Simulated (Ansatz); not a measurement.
Consider the formal hydrolysis of a C–Si bond: `[SiH3]C1CCC1` + H₂O → `OC1CCC1` + SiH₄.

Program: Ansatz. Geometries: PBE0-D4/def2-TZVP. ΔE: electronic, gas phase. CBS: MP2 limit from def2 TZ/QZ plus the TZ coupled-cluster correction, frozen cores. This one scheme is used for every species. Functionals use def2-TZVPP. One conformer a species, not always the lowest.

CCSD(T)/CBS gives +61.7 kJ/mol.

(1) Another level gave +49.6 kJ/mol. Which?
A. MP2/def2-TZVPP
B. BHLYP/def2-TZVPP
C. SCS-MP2/def2-TZVPP
D. B2PLYP/def2-TZVPP

Largest T1 diagnostic among the species: 0.011.

## Answers

(1) D. B2PLYP 49.6, SCS-MP2/def2-TZVPP 56.5, BHLYP 42.5, MP2/def2-TZVPP 64.5 kJ/mol.

Leaving LDA and LC-ωPBE aside and taking each functional with its dispersion term where it has one, the values, not all of them listed here, spread over 10.3 kJ/mol, from CAM-B3LYP-D4 to revPBE-D4. At CCSD(T), def2-SVP lies −27.3 kJ/mol from the extrapolated value and def2-TZVPP −6.1 kJ/mol.
